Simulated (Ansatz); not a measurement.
CH₆FInSi, SMILES `F[CH2][InH][SiH3]`. Total charge 0; spin multiplicity 1. In takes the def2 core potential. The geometry is a stationary point of PBE0-D4/def2-TZVP. It is one conformer, not always the lowest.

```xyz
10

F     2.367   -2.060    0.668
C     1.464   -1.049    0.977
In    0.227   -0.496   -0.737
Si   -1.565    1.343   -0.485
H     0.838   -1.395    1.807
H     2.032   -0.184    1.336
H     0.485   -1.324   -2.231
H    -2.926    0.759   -0.658
H    -1.395    2.399   -1.522
H    -1.527    2.007    0.847
```

What is the dipole moment at B3LYP/def2-TZVPP? (Best estimate.)

Ansatz gave: 1.42 D, with components (-0.83, 1.03, 0.49) D in this frame, pointing from negative to positive charge.

And with PBE, r2SCAN, ωB97M-V? (An estimate is asked.)

The calculation gave: PBE 1.22 D, r2SCAN 1.33 D, ωB97M-V 1.42 D.

Give the Mulliken charges with B3LYP, r2SCAN, ωB97M-V in def2-TZVPP. (Estimate.)

The calculation gave: 
```json
{"atom": "F1", "B3LYP": "-0.25", "r2SCAN": "-0.24", "ωB97M-V": "-0.24"}
{"atom": "C2", "B3LYP": "-0.18", "r2SCAN": "-0.11", "ωB97M-V": "-0.21"}
{"atom": "In3", "B3LYP": "0.51", "r2SCAN": "0.49", "ωB97M-V": "0.39"}
{"atom": "Si4", "B3LYP": "0.03", "r2SCAN": "0.04", "ωB97M-V": "-0.03"}
{"atom": "H5", "B3LYP": "0.10", "r2SCAN": "0.07", "ωB97M-V": "0.12"}
{"atom": "H6", "B3LYP": "0.10", "r2SCAN": "0.07", "ωB97M-V": "0.12"}
{"atom": "H7", "B3LYP": "-0.14", "r2SCAN": "-0.14", "ωB97M-V": "-0.09"}
{"atom": "H8", "B3LYP": "-0.06", "r2SCAN": "-0.06", "ωB97M-V": "-0.02"}
{"atom": "H9", "B3LYP": "-0.05", "r2SCAN": "-0.06", "ωB97M-V": "-0.02"}
{"atom": "H10", "B3LYP": "-0.06", "r2SCAN": "-0.06", "ωB97M-V": "-0.02"}
```

B3LYP here is the variant with VWN-RPA as its local correlation; programs differ in this.
